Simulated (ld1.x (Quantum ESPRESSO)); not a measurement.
# Scattering properties, TM semilocal potential for Se

* Element: Se
* Generator: ld1.x (Quantum ESPRESSO) 7.5
* Type: norm-conserving Troullier–Martins (semilocal form)
* Functional: PBE
* Relativity: scalar-relativistic
* Frozen core: [Ar] 3d10
* Valence charge: 6
* Reference configuration: 4s1.75 4p4.25
* Partial waves: 4p (bound): rc 1.85 bohr; 4s (bound): rc 1.20 bohr
* Local potential: the s channel
* Core correction: Bessel-smoothed model core inside 0.60 bohr

The phase is arctan(r·u′/u) with u = r·R(r), unwrapped; energies in Ry, scanned from -3 to 5 Ry. A pole is an energy at which the radial function vanishes at the test radius. The pseudo phase is shifted by a multiple of π to meet the all-electron one at the reference energy, and phase errors are pseudo minus all-electron; the curves can meet again beyond the range given. Levels narrower than the energy grid can be missing from the lists of poles.

Problem. For each channel, where are the poles, and over which energies does the pseudopotential scatter like the atom?

Solution.

```tsv
channel	radius (bohr)	reference energy (Ry)	poles, all-electron	poles, pseudo	unbroken range about the reference energy with phases within 0.05 rad	phase error 1 Ry above the reference energy (rad)
s	2.00	-1.29	0.88	0.80	below 2.9	-0.003
p	2.00	-0.49	2.51	2.40	the whole range	-0.003
```

Phases in the s channel:

```json
{"E (Ry)": "-3.00", "all-electron": "1.025", "pseudo": "1.022"}
{"E (Ry)": "-2.52", "all-electron": "0.830", "pseudo": "0.825"}
{"E (Ry)": "-2.04", "all-electron": "0.390", "pseudo": "0.385"}
{"E (Ry)": "-1.56", "all-electron": "-0.438", "pseudo": "-0.439"}
{"E (Ry)": "-1.08", "all-electron": "-1.036", "pseudo": "-1.036"}
{"E (Ry)": "-0.60", "all-electron": "-1.298", "pseudo": "-1.300"}
{"E (Ry)": "-0.12", "all-electron": "-1.430", "pseudo": "-1.434"}
{"E (Ry)": "0.36", "all-electron": "-1.510", "pseudo": "-1.516"}
{"E (Ry)": "0.84", "all-electron": "-1.566", "pseudo": "-1.575"}
{"E (Ry)": "1.32", "all-electron": "-1.610", "pseudo": "-1.623"}
{"E (Ry)": "1.80", "all-electron": "-1.647", "pseudo": "-1.666"}
{"E (Ry)": "2.28", "all-electron": "-1.681", "pseudo": "-1.709"}
{"E (Ry)": "2.76", "all-electron": "-1.714", "pseudo": "-1.758"}
{"E (Ry)": "3.24", "all-electron": "-1.749", "pseudo": "-1.823"}
{"E (Ry)": "3.72", "all-electron": "-1.789", "pseudo": "-1.922"}
{"E (Ry)": "4.20", "all-electron": "-1.838", "pseudo": "-2.115"}
{"E (Ry)": "4.68", "all-electron": "-1.901", "pseudo": "-2.652"}
```
